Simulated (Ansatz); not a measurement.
`[OH][SnH]([OH])[Cl]` + H₂ → `[OH][SnH2][Cl]` + H₂O at 600 K and 1 bar (hydrogenolysis of the Sn–O bond).

Calculated with Ansatz (gas phase, PBE0-D4/def2-TZVP geometries, no zero-point term in ΔE). CCSD(T)/CBS adds triple-zeta CCSD(T) − MP2 to the extrapolated MP2 energy (def2 sets, frozen cores). This one scheme is used for every species. def2 core potentials past Kr. For Sn outer-core shells are correlated without core-valence functions, which leaves a few kJ/mol of doubt a bond. Each species was taken in one conformer, which may not be the lowest.

```csv
species,CCSD(T)/CBS energy (Eh),H − E (kJ/mol),S (J/(mol·K))
`[OH][SnH]([OH])[Cl]`,-826.04070,145.9,434.2
H₂,-1.17544,43.9,150.8
`[OH][SnH2][Cl]`,-750.83217,118.4,385.2
H₂O,-76.37941,76.8,212.8
```

H − E and S are ideal-gas, rigid-rotor, harmonic terms from PBE0-D4/def2-TZVP, for one conformer and one mirror image of each species. The MP2-based limit puts H₂ 0.8 mEh under its directly extrapolated value; such offsets cancel only in part. 1 Eh = 2625.50 kJ/mol, R = 8.31446 J/(mol·K).

Task: By hand: ΔE, ΔH, ΔS and ΔG.

Result: ΔE = (-750.83217) + (-76.37941) − (-826.04070) − (-1.17544) = 0.00456 Eh = 12.0 kJ/mol. Δ(H − E) = 118.4 + 76.8 − 145.9 − 43.9 = 5.4, so ΔH = 17.4 kJ/mol. ΔS = 385.2 + 212.8 − 434.2 − 150.8 = 13.0 J/(mol·K). ΔG = 17.4 − 600 × (13.0)/1000 = 9.6 kJ/mol.

Task: By hand: the equilibrium constant, and the temperature at which ΔG would vanish if ΔH and ΔS stayed fixed.

Result: log₁₀ K = −ΔG/(RT ln 10) = -0.8. ΔG = 0 at ΔH/ΔS = 1338 K, though so small a ΔS makes that figure unsure.

TΔS isn't small against ΔH here. A doubt of 5 kJ/mol in ΔE shifts log₁₀ K by 0.4 here. Other conformers and mirror images would add mixing entropy, several J/(mol·K) or more a flexible species. These are equilibria of isolated gas molecules and say nothing of rates. Largest T1 diagnostic: 0.013 (customary marks: 0.02 for closed shells, 0.045 for open ones).
